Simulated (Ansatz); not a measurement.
```yaml
crystal:
  periodic: [false, false, false]
  atoms:
    - {symbol: F, position_ang: [0.023133, 1.401600, 1.720484]}
    - {symbol: C, position_ang: [0.355955, 1.039304, 0.415300]}
    - {symbol: N, position_ang: [1.177344, -0.150596, 0.335449]}
    - {symbol: Al, position_ang: [-0.347244, -0.562243, -0.380139]}
    - {symbol: S, position_ang: [-1.466365, -2.187218, -1.270618]}
    - {symbol: H, position_ang: [0.750270, 1.943163, -0.053044]}
    - {symbol: H, position_ang: [2.130766, -0.146440, 0.665275]}
    - {symbol: H, position_ang: [-2.531758, -1.394770, -1.488606]}
basis:
  gaussian: {orbitals: aug-pcseg-2}
hamiltonian: {xc: {name: PBE0-DH}}
output: {forces: true}
```

```sh
$ ansatz run in.yaml --threads 2 --pin off --events-out ev --progress --plain --max-ram 4352MiB
```

Output, abridged:

```
Functional definition: PBE0-DH
1942 factors; integrals over basis functions are off by at most 8.3e-4 eV
mean field evaluation 1: about -22703.7067 eV, gradient 5.8e1 eV
mean field evaluation 2: about -22703.8356 eV, gradient 5.8e1 eV
mean field evaluation 4: about -22710.6228 eV, gradient 8.7e0 eV
mean field evaluation 8: about -22710.8124 eV, gradient 1.1e0 eV
mean field evaluation 16: about -22710.8146 eV, gradient 7.2e-4 eV
mean field -22710.81463615 eV, -834.6070439355 hartree, gradient 5.7e-6 eV, S^2 0.000000; 0 other end points of the search recorded, 0 dependent functions left out
13 core orbitals not correlated: weight in the atoms' cores, before any rotation towards them, 1.000 or more for the frozen orbitals, at most 0.000 for the correlated occupied ones
reference -22710.81467315 eV, -834.6070452952 hartree; 14, 14 occupied and 280, 280 virtual orbitals, 1942 factors
second order -28.79794265 eV of doubles, -0.00000000 eV of singles
Total energy: -22714.41441598 eV, -834.7393334042 hartree
Atom 0 at     0.023133     1.401600     1.720484 Å, force     0.062032    -0.068850    -0.195766 eV/Å
Atom 1 at     0.355955     1.039304     0.415300 Å, force    -0.009972     0.047074     0.020606 eV/Å
Atom 2 at     1.177344    -0.150596     0.335449 Å, force     0.029080     0.062747     0.040271 eV/Å
Atom 3 at    -0.347244    -0.562243    -0.380139 Å, force     0.139788     0.036129     0.077884 eV/Å
Atom 4 at    -1.466365    -2.187218    -1.270618 Å, force    -0.066460     0.185324     0.020597 eV/Å
Atom 5 at     0.750270     1.943163    -0.053044 Å, force    -0.056112    -0.171111     0.094131 eV/Å
Atom 6 at     2.130766    -0.146440     0.665275 Å, force    -0.204105     0.001026    -0.076421 eV/Å
Atom 7 at    -2.531758    -1.394770    -1.488606 Å, force     0.105748    -0.092339     0.018699 eV/Å
Dipole moment:    -0.083072    -0.178850    -0.451384 e Å
```

Hardware: 2 threads of an AMD EPYC 7B13 on a shared host. Wall time 39 s, peak host memory 1.3 GiB.
